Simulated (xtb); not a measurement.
C₄H₆Cl₂N₂Pd, triplet, geometry from GFN2-xTB (such geometries of metal compounds can be far from the true shape) (the multiplicity is a formal guess); GFN2-xTB in xtb.

xtb was given this input:
```
$ xtb mol.xyz --gfn 2 --uhf 2 --json

# file mol.xyz
15

Pd    -0.03044491     0.01378200     0.12827012
Cl     2.15351655    -0.22299271    -0.42090693
Cl    -1.83098355     0.08627253    -1.24198723
C      1.80784991     4.04035636     0.15574990
C      0.93291600     2.99047376     0.56825127
N      0.22819208     2.14457950     0.90265409
H      2.67737771     3.59946735    -0.33291337
H      2.13017733     4.61997832     1.02004379
H      1.28888258     4.69027162    -0.54811529
C     -1.82082537    -4.03633306     0.08045987
C     -1.15842852    -2.89672483     0.62867142
N     -0.62546410    -1.97845455     1.07214185
H     -2.49851981    -4.46516504     0.81788640
H     -1.08103519    -4.78040591    -0.21335317
H     -2.38764552    -3.72338368    -0.79713937
```

The log (banner, timings and long lists left out):

```
   ID    Z sym.   atoms
    1   46 Pd     1
    2   17 Cl     2, 3
    3    6 C      4, 5, 10, 11
    4    7 N      6, 12
    5    1 H      7-9, 13-15

           -------------------------------------------------
          |                Calculation Setup                |
           -------------------------------------------------

molecular fragmentation (1/2 indicates fragments):
111111111222222
# atoms in fragment 1/2:     9     6
 fragment masses (1/2) :      218.37       41.05
CMA distance (Bohr)    :   7.437
constraining FC (au)   :  0.0500

           -------------------------------------------------
          |                 G F N 2 - x T B                 |
           -------------------------------------------------

          ...................................................
          :                      SETUP                      :
          :.................................................:
          :  # basis functions                  60          :
          :  # atomic orbitals                  57          :
          :  # shells                           27          :
          :  # electrons                        56          :
          :  max. iterations                   250          :
          :  Hamiltonian                  GFN2-xTB          :
          :  restarted?                      false          :
          :  GBSA solvation                  false          :
          :  PC potential                    false          :
          :  electronic temp.          300.0000000     K    :
          :  accuracy                    1.0000000          :
          :  -> integral cutoff          0.2500000E+02      :
          :  -> integral neglect         0.1000000E-07      :
          :  -> SCF convergence          0.1000000E-05 Eh   :
          :  -> wf. convergence          0.1000000E-03 e    :
          :  Broyden damping             0.4000000          :
          :  net charge                          0          :
          :  unpaired electrons                  2          :
          ...................................................

 iter      E             dE          RMSdq      gap      omega  full diag
   1    -31.1569429 -0.311569E+02  0.961E+00    6.26       0.0  T
   2    -31.4672551 -0.310312E+00  0.411E+00    2.93       1.0  T
   3    -31.4697573 -0.250217E-02  0.233E+00    3.01       1.0  T
   4    -31.4704459 -0.688631E-03  0.593E-01    2.93       1.0  T
[...]
         :: total energy             -31.118048970999 Eh    ::
[...]

 Mol. C6AA /au·bohr⁶  :       5523.492247
 Mol. C8AA /au·bohr⁸  :     219473.041103
 Mol. α(0) /au        :        122.397037

Wiberg/Mayer (AO) data.
largest (>0.10) Wiberg bond orders for each atom

 ---------------------------------------------------------------------------
     #   Z sym  total        # sym  WBO       # sym  WBO       # sym  WBO
 ---------------------------------------------------------------------------
     1  46 Pd   3.365 --     3 Cl   1.040     2 Cl   1.038     6 N    0.519
                            12 N    0.518     5 C    0.102    11 C    0.101
     2  17 Cl   1.176 --     1 Pd   1.038
     3  17 Cl   1.177 --     1 Pd   1.040
     4   6 C    3.984 --     5 C    1.093     8 H    0.943     9 H    0.940
                             7 H    0.936
     5   6 C    3.939 --     6 N    2.678     4 C    1.093     1 Pd   0.102
     6   7 N    3.381 --     5 C    2.678     1 Pd   0.519
     7   1 H    0.986 --     4 C    0.936
     8   1 H    0.990 --     4 C    0.943
     9   1 H    0.989 --     4 C    0.940
    10   6 C    3.984 --    11 C    1.093    13 H    0.943    14 H    0.941
                            15 H    0.936
    11   6 C    3.939 --    12 N    2.679    10 C    1.093     1 Pd   0.101
    12   7 N    3.381 --    11 C    2.679     1 Pd   0.518
    13   1 H    0.990 --    10 C    0.943
    14   1 H    0.989 --    10 C    0.941
    15   1 H    0.986 --    10 C    0.936
 ---------------------------------------------------------------------------

Topologies differ in total number of bonds
Writing topology from bond orders to xtbtopo.mol

molecular dipole:
                 x           y           z       tot (Debye)
 q only:       -0.152       0.064       0.872
   full:       -0.133       0.056       0.786       2.032
molecular quadrupole (traceless):
                xx          xy          yy          xz          yz          zz
 q only:      -17.307      24.888      35.988      -1.805       0.600     -18.681
  q+dip:      -21.538      28.941      42.699      -2.507       0.683     -21.161
   full:      -20.205      26.487      39.460      -2.411       0.607     -19.255

           -------------------------------------------------
          | TOTAL ENERGY              -31.118048970999 Eh   |
          | GRADIENT NORM               0.000241221589 Eh/α |
          | HOMO-LUMO GAP               2.903471053584 eV   |
           -------------------------------------------------

normal termination of xtb
```
